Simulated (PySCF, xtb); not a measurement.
C2H4F2Si, SMILES [SiH2](C(F)=C)F.

GFN2-xTB run with xtb at its own geometry gives an orbital gap of 4.62 eV and a dipole moment of 0.53 D.

Geometry optimised at B3LYP-D3(BJ)/def2-SVP. The structure was generated by enumeration, and PubChem lists no compound with its InChIKey, so it may never have been made. The values are those of a single conformer.

Q: What does ωB97X/def2-TZVP in PySCF give? (An estimate is asked for; the answer gives what the named calculation found.)

A: gap 11.95 eV (levels -10.35 and 1.61 eV), dipole 0.16 D.
